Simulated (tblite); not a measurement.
Species: C3H12N3PSi.
Structure used (GFN2-xTB), in Å, numbered top down from 1:
```xyz
20
C3H12N3PSi angstrom
C     -2.7963   -0.7288   -0.4260
N     -1.6471   -0.9471    0.0047
Si    -0.3968    0.2127    0.3921
N     -0.0651    0.1381    2.0983
P     -0.9537    2.3145   -0.1857
N      0.9227   -0.2777   -0.5862
C      1.9658    0.6372   -0.9657
C      1.3369   -1.6557   -0.6116
H     -3.4675   -1.5644   -0.6057
H     -3.1960    0.2696   -0.6462
H     -0.7317    0.5247    2.7485
H      0.2945   -0.7315    2.4611
H     -2.0967    2.3110    0.5893
H     -0.2187    2.9152    0.8161
H      1.5702    1.6522   -0.9795
H      2.8129    0.5985   -0.2695
H      2.3317    0.3908   -1.9663
H      2.1464   -1.8464    0.1037
H      0.4887   -2.2853   -0.3634
H      1.6945   -1.9168   -1.6112
```

Method: GFN2-xTB as coded in tblite; computed harmonic values from a numerical Hessian at the method's own geometry, unscaled. The method is semi-empirical: single wavenumbers can be off by several per cent or more. Modes of hydrogen on phosphorus can be 10 to 20 % off. One conformer, not necessarily the lowest.

Harmonic wavenumbers (cm⁻¹): 41.7, 67.8, 84.6, 114.8, 122.9, 136.9, 158.6, 174.5, 193.6, 206.9, 209.5, 265.5, 300.9, 325.0, 376.4, 473.0, 505.3, 528.3, 675.0, 686.5, 694.9, 760.5, 808.6, 859.6, 1003.7, 1041.1, 1059.3, 1090.9, 1124.9, 1144.9, 1156.8, 1217.5, 1311.4, 1411.0, 1421.3, 1443.2, 1472.4, 1485.5, 1496.2, 1504.0, 1507.1, 1758.3, 2316.1, 2402.6, 2829.1, 2888.4, 2889.5, 2948.4, 2951.8, 2977.3, 2999.4, 3057.4, 3451.6, 3488.4.

A = 1510, B = 1223, C = 943.6 MHz; mass 149.054 u (most abundant isotopes); point group C1, symmetry number 1.

Question: Zero-point energy?

Answer: Half the sum of the wavenumbers: 33810 cm⁻¹ = 96.67 kcal/mol.

Question: Entropy at 350 K, 1 bar (ideal gas, RRHO, classical rotation)?

Answer: Translation 41.73, rotation 30.08, vibration 49.68: S = 121.5 cal/(mol K).

Question: And Cp and H(350 K) − H(0)?

Answer: Cp = 51.42 cal/(mol K), of which vibrations give 43.47 (their classical limit is 54 R = 107.3); H(350 K) − H(0) = 11.50 kcal/mol without the zero-point energy, 8.72 from vibrations.

Question: Blend soft modes into free rotors: weight 1/[1 + (100 cm⁻¹/ν̃)⁴] for the oscillator and the rest for a rotor with moment μB/(μ + B), μ = h/(8π²ν), B = 10⁻⁴⁴ kg m². What vibrational entropy results?

Answer: 46.01 cal/(mol K) in place of 49.68, which changes −T·S at 350 K by +1.28 kcal/mol.

Question: Which modes carry the vibrational entropy at 350 K?

Answer: 41.7 cm⁻¹: 5.49; 67.8 cm⁻¹: 4.53; 84.6 cm⁻¹: 4.10; 114.8 cm⁻¹: 3.50; 122.9 cm⁻¹: 3.37; 136.9 cm⁻¹: 3.16 cal/(mol K); the other 48 give 25.54 together.

Question: What must be added to the electronic energy to get the Gibbs energy at 350 K and 1 bar?

Answer: ZPE + [H(350 K) − H(0)] − T·S = 96.67 + 11.50 − 42.52 = 65.65 kcal/mol.

Question: How do the functions run with temperature in this model?

Answer: 
```csv
T (K),S (cal/(mol K)),Cp (cal/(mol K)),H − H(0) (kcal/mol),G − H(0) (kcal/mol),ln q(vib)
100,75.2,25.7,1.61,-5.90,2.58
200,96.9,37.5,4.82,-14.56,6.75
300,113.9,47.0,9.04,-25.13,10.63
500,141.9,63.2,20.13,-50.81,17.57
800,175.5,79.8,41.78,-98.61,26.59
1000,194.1,87.4,58.53,-135.62,31.91
```

q(vib) and H(0) count from the zero-point level.

Hindered rotation and anharmonicity are outside this model. Other conformers, if any are populated, would add a mixing term that is left out. The structure is chiral; the term R ln 2 for an equal mix with its mirror image is left out.

Hardware: Arm Neoverse N1, one thread, shared host with 64 logical CPUs at a one-minute load of 61. Cost: 1.6 s. The figure is for the frequency step alone.
